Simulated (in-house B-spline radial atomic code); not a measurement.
RPA and G0W0 on LDA exchange-only: Cu⁺

Configuration [Ar] 3d10, mean-field start LDA exchange-only. Computed with a B-spline radial code for spherical atoms: all electrons, scalar-relativistic (spin-free one-electron X2C), finite nucleus, each spin shell either full or empty, empty states to l = 9 with an (l + 1/2)⁻⁴ tail; G0W0 by contour deformation at full frequency.

Command:
```bash
python run_gw.py task.json out
```
Settings (radii: box in bohr, nucleus in fm):
```
Z                        29
electrons                28
configuration            [Ar] 3d10
hamiltonian              x2c
method                   lda,
lmax                     9
rms_radius               3.8823
spin_polarised           False
box_radius               23.78
intervals                71
```

Run time, properties included: 2.1 s on 1 thread of Arm Neoverse V1, with other jobs on the host.

Energies (hartree):

```json
{"term": "mean-field total", "value": "-1649.13520"}
{"term": "Hartree-Fock functional on these orbitals", "value": "-1652.89291"}
{"term": "direct second order", "value": "-2.8864"}
{"term": "second-order exchange", "value": "0.79993"}
{"term": "SOSEX correction", "value": "0.68715"}
```

Problem. What is the RPA correlation energy, and what remains with SOSEX?

Solution. RPA gives -2.2128 hartree (-2.15 eV per electron); RPA + SOSEX gives -1.5256, and the second-order doubles -2.0865 hartree (no singles). RPA lacks exchange-type terms and so overcorrelates at short range.

Quasi-particle levels (eV):

| level | occupied | mean field | Σx - vxc | Σc | QP weight | G0W0 |
| --- | --- | --- | --- | --- | --- | --- |
| 3d | yes | -12.625 | -12.00 | ? | ? | ? |
| 4s | no | -11.159 | 4.68 | -1.80 | 0.922 | -8.288 |

G0W0 = mean field + (Σx - vxc) + Σc, with Σc (partial-wave tail included) taken at the quasi-particle energy. Only the outer levels were computed. Levels of low weight are left out.

Problem. Where does G0W0 put 3d?

Solution. At -20.036 eV, with Σc = 4.59 eV and a quasi-particle weight of 0.665. The tabulated removal energy is 20.292 eV (NIST, measured); the calculation leaves out spin-orbit coupling, Breit and QED terms, and what these don't explain is the method's own error.
